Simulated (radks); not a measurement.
The numbers below are computed, except where a source is named.
Task: Eu+, 62 electrons, occupied as [Xe] 4f7 6s1. Level of theory: scalar-relativistic Kohn-Sham, PBE, spin-polarised, spherical densities, finite nucleus; open shells are filled with parallel spins first (spin-orbit coupling, left out, can overturn this in heavy ions); Fermi nuclear charge, rms radius 5.1115 fm (a radial shooting solver on a logarithmic mesh with Libxc functionals). Some entries of the table are withheld. Estimate them.

| orbital | occ. | eigenvalue (eV) | r(max) (bohr) |
|---|---|---|---|
| 1s up | 1 | -48367.78 | 0.01420 |
| 1s down | 1 | -48367.77 | 0.01420 |
| 2s up | 1 | -7946.942 | 0.08055 |
| 2s down | 1 | -7946.901 | 0.08055 |
| 2p up | 3 | -7081.539 | 0.06513 |
| 2p down | 3 | -7081.509 | 0.06513 |
| 3s up | 1 | -1753.535 | 0.2289 |
| 3s down | 1 | -1751.248 | 0.2288 |
| 3p up | 3 | -1484.141 | 0.2245 |
| 3p down | 3 | -1481.865 | 0.2244 |
| 3d up | 5 | -1123.614 | 0.1839 |
| 3d down | 5 | -1121.868 | 0.1837 |
| 4s up | 1 | -354.5250 | 0.5275 |
| 4s down | 1 | -348.9414 | 0.5273 |
| 4p up | 3 | -265.9375 | 0.5506 |
| 4p down | 3 | -260.3625 | 0.5503 |
| 4d up | 5 | -142.4959 | 0.5735 |
| 4d down | 5 | -136.9345 | 0.5731 |
| 5s up | 1 | -51.9141 | 1.229 |
| 5s down | 1 | -48.6843 | 1.244 |
| 5p up | 3 | (1) | 1.397 |
| 5p down | 3 | (2) | 1.422 |
| 4f up | 7 | -10.3082 | (3) |
| 6s up | 1 | -8.9162 | 3.352 |
| 5d up | 0 | -7.5729 | (4) |
| 5d down | 0 | -6.1695 | (5) |
| 6p up | 0 | -5.6284 | 4.236 |
| 4f down | 0 | -5.4893 | (6) |

Result: 
(1) 5p up eigenvalue (eV): -30.7801
(2) 5p down eigenvalue (eV): -28.3029
(3) 4f up r(max) (bohr): 0.5928
(4) 5d up r(max) (bohr): 2.055
(5) 5d down r(max) (bohr): 2.120
(6) 4f down r(max) (bohr): 0.5958
